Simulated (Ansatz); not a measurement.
`OC([SiH3])[SiH2]Cl` and `FC([SiH3])[SiH2]Cl` differ in one atom or group.

Ansatz, PBE0-D4/def2-TZVP geometries, multiplicity 1. Each molecule was computed in one conformer, which needn't be the lowest.

```csv
property,`OC([SiH3])[SiH2]Cl`
HOMO–LUMO gap (PBE/def2-TZVPP) / eV,5.17
HOMO–LUMO gap (ωB97M-V/def2-TZVPP) / eV,11.64
size of the dipole moment (ωB97M-V/def2-TZVPP) / D,1.10
HOMO energy (PBE0/def2-TZVPP) / eV,-7.94
HOMO energy (PBE/def2-TZVPP) / eV,-6.46
HOMO energy (ωB97M-V/def2-TZVPP) / eV,-10.24
```

Q: Give the same properties after the change, and the shifts. (Estimate.)

A: Computed: 
```csv
property,`FC([SiH3])[SiH2]Cl`,shift
HOMO–LUMO gap (PBE/def2-TZVPP) / eV,5.73,0.56
HOMO–LUMO gap (ωB97M-V/def2-TZVPP) / eV,12.08,0.44
size of the dipole moment (ωB97M-V/def2-TZVPP) / D,1.98,0.88
HOMO energy (PBE0/def2-TZVPP) / eV,-8.42,-0.48
HOMO energy (PBE/def2-TZVPP) / eV,-7.03,-0.57
HOMO energy (ωB97M-V/def2-TZVPP) / eV,-10.63,-0.39
```

Dipoles are sizes alone; their direction can turn.
